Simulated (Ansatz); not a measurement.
Cartesian coordinates in Å:
```
C 1.1283 1.6259 -1.7386
O 0.1706 0.9512 -0.9552
Si 0.5787 -0.2013 0.1477
Si -1.4399 -0.9462 1.0725
O -1.0246 -2.0340 2.2240
F -2.3313 -1.6523 -0.0567
H 0.6054 2.3303 -2.3875
H 1.6944 0.9278 -2.3660
H 1.8340 2.1853 -1.1133
H 1.3296 -1.3177 -0.4985
H 1.4637 0.3713 1.2056
H -2.3101 0.1173 1.6424
H -1.6989 -2.3576 2.8235
```

Charge 0, multiplicity 1.

Problem. List the ωB97M-V/def2-TZVPP orbital energies in eV (the Gaussian-basis code of Ansatz). (Best estimate.)

Solution. Computed: Occupied: -1808.07, -1807.28, -677.23, -526.46, -526.18, -282.86, -148.97, -148.31, -103.13, -103.09, -103.06, -102.44, -102.41, -102.40, -35.78, -31.27, -31.21, -22.13, -19.08, -17.70, -16.87, -15.51, -15.45, -15.30, -15.14, -14.87, -14.15, -12.85, -12.34, -12.27, -11.59, -10.61, -10.15. Lowest empty: 1.22, 1.90, 2.55, 2.97, 3.33, 3.64, 4.33, 4.63.
